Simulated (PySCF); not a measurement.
Tc: ionisation energy

Tc [Kr] 4d5 5s2 [4d3/2^4 4d5/2^1, M_J = 5/2] → Tc⁺ [Kr] 4d5 5s1 [4d3/2^4 4d5/2^1 5s1/2^1, M_J = 3], as a difference of total energies. Calculation: PySCF 2.14, in x2c-TZVPall-2c; the two-component X2C-1e Hamiltonian. Correlated levels: [Ar] 3d10 frozen; the 6 highest virtual spinors dropped. "Screened" scales the spin-orbit matrix elements by Boettger's factors to mimic the two-electron term; Breit and QED terms are absent.

```tsv
method	ionisation energy (eV)
GMP2 (spin-free)	6.641
GHF (screened spin-orbit)	5.540
GMP2 (screened spin-orbit)	6.643
```

How much does correlation contribute at GMP2 (screened spin-orbit)?

6.643 − (5.540) = 1.103 eV, measured against GHF (screened spin-orbit).

Errors of the correlated levels include the incompleteness of this basis and the frozen core.

The labels give the starting determinants; with spin-orbit coupling the two ends relaxed to ⟨J²⟩ = 8.79, ⟨L²⟩ = 0.02, ⟨S²⟩ = 8.78 and ⟨J²⟩ = 12.00, ⟨L²⟩ = 0.02, ⟨S²⟩ = 11.99.

MP2 underrates the near-degeneracy of ns² with np² in the lower species.

For comparison: 7.119 eV (measured; NIST Atomic Spectra Database, ionization energies).
